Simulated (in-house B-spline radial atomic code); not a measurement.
Ionisation energies along the 52-electron series, configuration [Kr] 4d10 4f4 5s2, as differences of self-consistent energies. NIST's values go from ground level to ground level; the uncertainty of those that are theory runs from under 0.1 % in few-electron ions to several per cent in heavy many-electron ones. Computed with a B-spline radial code for spherical atoms: non-relativistic Hartree-Fock, average of the configuration, point nuclei.

Some pairs differ by more than the removed electron.

This level leaves out relativity, spin-orbit splitting included, which matters for heavy ions.

```csv
ion,configuration after,ionisation energy (eV),IE/(q+1)² (eV),-ε less Coulomb ΔSCF (eV),tabulated value (eV),computed minus tabulated (eV)
Sm10+,[Kr] 4d10 4f3 5s2,172.11,1.4224,2.4769,179,-6.89
Eu11+,[Kr] 4d10 4f3 5s2,203.50,1.4132,-,213,-9.50
Gd12+,[Kr] 4d10 4f5,223.01,1.3196,-,246,-22.99
Tb13+,[Kr] 4d10 4f5,240.60,1.2275,-,273,-32.40
```
